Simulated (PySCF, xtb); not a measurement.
ZnBr, SMILES [Br][Zn+], charge +1.

GFN2-xTB in xtb at its own geometry gives an orbital gap of 1.70 eV.

The structure is a stationary point at PBE0-D3(BJ)/def2-TZVP. The multiplicity is an assumed one; other spin states were not compared.

### Question
What does CAM-B3LYP/def2-TZVPD (PySCF) give? (Estimate from the structure and the level; the computed values follow.)

### Answer
gap 5.65 eV (levels -15.60 and -9.95 eV).
